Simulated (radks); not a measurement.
Task: The krypton ion Kr3+, configuration [Ar] 3d10 4s2 4p3. Method: scalar-relativistic Kohn-Sham, PBE, spin-polarised, spherical densities, finite nucleus; open shells are filled with parallel spins first; Fermi nuclear charge, rms radius 4.1884 fm; computed with a radial shooting solver on a logarithmic mesh with Libxc functionals. Some entries of the table are withheld. Estimate them.

orbital,occ.,eigenvalue (Ry),<1/r> (bohr^-1)
1s up,1,-1043.657,36.76
1s down,1,-1043.636,36.76
2s up,1,-140.0260,8.164
2s down,1,-140.0147,8.164
2p up,3,-124.1613,7.985
2p down,3,-124.1417,7.984
3s up,1,-22.36887,2.701
3s down,1,-22.34189,2.701
3p up,3,-17.31464,2.548
3p down,3,-17.28404,2.549
3d up,5,-8.94926,2.274
3d down,5,-8.91145,2.280
4s up,1,(1),0.9087
4s down,1,(2),0.9150
4p up,3,-3.28674,0.7939
4p down,0,-3.01905,0.7901
4d up,0,(3),0.5670
5s up,0,-1.52513,0.3960
4d down,0,(4),0.5354

Result: 
(1) 4s up eigenvalue (Ry): -4.44765
(2) 4s down eigenvalue (Ry): -4.18081
(3) 4d up eigenvalue (Ry): -1.70915
(4) 4d down eigenvalue (Ry): -1.49823
